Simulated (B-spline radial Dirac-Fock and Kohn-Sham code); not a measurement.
## Magnetic form factor of the 3d shell of Mo¹⁹⁺

System: molybdenum as Mo¹⁹⁺ in the configuration [Ar] 3d5.

Input file task.json (cfg lists n, l and occupation; rrms is the nuclear radius in fm):

```json
{"items": [{
  "Z": 42,
  "q": 19,
  "cfg": [[1, 0, 2], [2, 0, 2], [2, 1, 6], [3, 0, 2], [3, 1, 6], [3, 2, 5]],
  "A": 98,
  "rrms": 4.4091,
  "do": ["scatter"],
  "s": [0.0, 0.05, 0.1, 0.15, 0.2, 0.25, 0.3, 0.35, 0.4, 0.45, 0.5, 0.6, 0.7, 0.8, 0.9, 1.0, 1.1, 1.2, 1.4, 1.6, 1.8, 2.0, 2.5, 3.0, 3.5, 4.0, 5.0, 6.0],
  "pz": [0, 0.1, 0.15, 0.21, 0.31, 0.46, 0.67, 0.98, 1.4, 2.1, 3.1, 4.5, 6.6, 9.6, 14.0, 20.0, 30.0, 44.0, 64.0, 94.0, 140.0],
  "hv_scatter": [1000, 2000, 5000, 8047.8, 10000, 17479.3, 50000, 100000]
}]}
```

Command: `python xray_run.py task.json out`

Calculated with an atomic code on a B-spline grid, using Dirac-Fock densities. ⟨j_K⟩ is the integral of the 3d radial density with the spherical Bessel function j_K(4πsr), s = sin θ/λ.

```
s (Å⁻¹)    ⟨j0⟩    ⟨j2⟩    ⟨j4⟩
      0  1.0000  0.0000  0.0000
   0.05  0.9971  0.0012  0.0000
    0.1  0.9884  0.0046  0.0000
   0.15  0.9741  0.0103  0.0000
    0.2  0.9544  0.0181  0.0001
   0.25  0.9297  0.0277  0.0003
    0.3  0.9004  0.0389  0.0007
   0.35  0.8671  0.0515  0.0012
    0.4  0.8302  0.0651  0.0020
   0.45  0.7903  0.0795  0.0031
    0.5  0.7481  0.0943  0.0046
    0.6  0.6589  0.1240  0.0087
    0.7  0.5674  0.1518  0.0145
    0.8  0.4775  0.1760  0.0221
    0.9  0.3925  0.1953  0.0310
      1  0.3147  0.2091  0.0411
    1.1  0.2457  0.2171  0.0517
    1.2  0.1860  0.2196  0.0624
    1.4  0.0943  0.2110  0.0821
    1.6  0.0350  0.1897  0.0972
```

Radial moments of the shell: ⟨r²⟩ = 0.1585, ⟨r⁴⟩ = 0.04399, ⟨r⁶⟩ = 0.01901 in powers of bohr.
